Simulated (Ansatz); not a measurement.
Start from `C=N[CH2][GaH][OH]` and change one atom or group to get `C=NC[SiH3]`.

Ansatz, PBE0-D4/def2-TZVP geometries, multiplicity 1. Each molecule was computed in one conformer, which needn't be the lowest.

Scalar relativity is left out up to krypton.

```
                                      property  `C=N[CH2][GaH][OH]`
size of the dipole moment (PBE/def2-TZVPP) / D                 2.34
           HOMO–LUMO gap (PBE/def2-TZVPP) / eV                 4.26
             HOMO energy (PBE/def2-TZVPP) / eV                -6.05
            HOMO energy (PBE0/def2-TZVPP) / eV                -7.45
            LUMO energy (PBE0/def2-TZVPP) / eV                -0.90
         LUMO energy (ωB97M-V/def2-TZVPP) / eV                 0.81
```

Task: What does the change do to each property? (Best estimate.)

Result: The calculation gave: 
| property | `C=NC[SiH3]` | shift |
| --- | --- | --- |
| size of the dipole moment (PBE/def2-TZVPP) / D | 1.39 | -0.95 |
| HOMO–LUMO gap (PBE/def2-TZVPP) / eV | 4.41 | 0.15 |
| HOMO energy (PBE/def2-TZVPP) / eV | -6.01 | 0.04 |
| HOMO energy (PBE0/def2-TZVPP) / eV | -7.49 | -0.04 |
| LUMO energy (PBE0/def2-TZVPP) / eV | -0.50 | 0.40 |
| LUMO energy (ωB97M-V/def2-TZVPP) / eV | 1.66 | 0.85 |

Dipoles are sizes alone; their direction can turn.
